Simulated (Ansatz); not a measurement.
`[SiH3][N]([SiH3])[GaH2]`. Total charge 0; spin multiplicity 1.

Cartesian coordinates in Å:
```
Si 1.405 -0.320 -0.840
N -0.119 -0.046 -0.058
Si -0.151 0.807 1.452
Ga -1.693 -0.657 -0.826
H 1.178 -1.026 -2.127
H 2.103 0.968 -1.107
H 2.304 -1.145 0.015
H -1.552 0.894 1.938
H 0.677 0.108 2.474
H 0.397 2.184 1.299
H -1.546 -1.411 -2.184
H -3.004 -0.356 -0.037
```

Q: What are the harmonic wavenumbers in cm⁻¹ at PBE0-D4/def2-TZVP (Ansatz, finite differences of forces, unscaled)? (Estimate.)

A: Ansatz gave: 38i, 58, 165, 175, 178, 194, 413, 494, 612, 667, 676, 685, 731, 732, 936, 939, 940, 942, 955, 960, 990, 995, 2006, 2013, 2200, 2204, 2206, 2214, 2230, 2232.
